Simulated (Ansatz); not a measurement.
Two structures, one formula

The two ends of one reaction step of SiH3OF3, closed shell (PBE0-D4/def2-TZVP).

A:

```
8
angstrom
Si -0.7848 0.3953 -0.5602
O 0.6404 -0.2986 -0.1744
F -1.6221 -0.5722 -1.4846
F -0.5344 1.7066 -1.4028
H -1.4946 0.6891 0.6818
H 1.1573 -0.6070 1.4537
F 1.3831 -0.7486 2.3489
H 1.2551 -0.5647 -0.8623
```

B:

```
8
angstrom
Si -0.9680 0.5832 0.3465
O 1.4815 -1.0115 -0.2012
F -1.2660 -0.4557 -0.8019
F 0.1972 1.5513 -0.0917
H -2.1736 1.3863 0.5601
H 2.1028 -0.3595 -0.5346
F -0.6085 -0.1523 1.6857
H 1.2346 -1.5418 -0.9628
```

Ansatz 0.2.0; basis: def2-TZVPP; cores frozen in the correlated methods. B3LYP uses VWN-RPA correlation.

(1) Which structure is lower at CCSD(T), and by how much? (To be estimated.)

The T1 diagnostic stays at or below 0.012.

Results:

(1) By the calculation: B, by 5.54 kcal/mol (electronic energy, against the other). By their contacts, A is a complex of SiH₂OF₂ ([OH][SiH]([F])[F]) + HF and B is a complex of SiHF₃ ([F][SiH]([F])[F]) + H₂O.

All methods give the same order:

| method | E(B) − E(A) (kcal/mol) |
| --- | --- |
| SPW92 | -3.20 |
| PBE-D4 | -4.84 |
| BLYP-D4 | -5.49 |
| r2SCAN-D4 | -6.43 |
| B97M-V | -7.52 |
| PBE0-D4 | -4.72 |
| B3LYP-D4 | -5.33 |
| r2SCAN0-D4 | -5.83 |
| BHLYP-D4 | -5.57 |
| CAM-B3LYP-D4 | -5.21 |
| wB97X-V | -5.89 |
| wB97M-V | -6.12 |
| B2PLYP | -5.26 |
| PBE-QIDH | -4.74 |
| RPA on PBE | -6.21 |
| HF | -6.37 |
| MP2 | -5.10 |
| CCSD | -5.70 |
| CCSD(T) | -5.54 |

Labels in which every atom is bracketed show which atoms are joined, not bond orders.

For scale, one of the runs: CCSD(T)/def2-TZVPP, 208 basis functions, launched by `ansatz run in.yaml --threads 4 --pin off --events-out ev --progress --plain --max-ram 9574MiB`. Time: 95 s of wall clock on 4 CPU threads of an Arm Neoverse V1; the host was shared. Peak host memory: 3.1 GiB.
